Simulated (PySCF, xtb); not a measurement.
C2H6O3Si, SMILES CC(O[SiH2]O)=O.

GFN2-xTB run with xtb at its own geometry gives an orbital gap of 4.96 eV and a dipole moment of 3.42 D.

The structure is a stationary point at B3LYP-D3(BJ)/def2-SVP. The values are those of a single conformer.

### Question
What does ωB97X/def2-TZVP in PySCF give? (Estimate from the structure and the level; the computed values follow.)

### Answer
gap 12.97 eV (levels -10.64 and 2.33 eV), dipole 2.67 D.
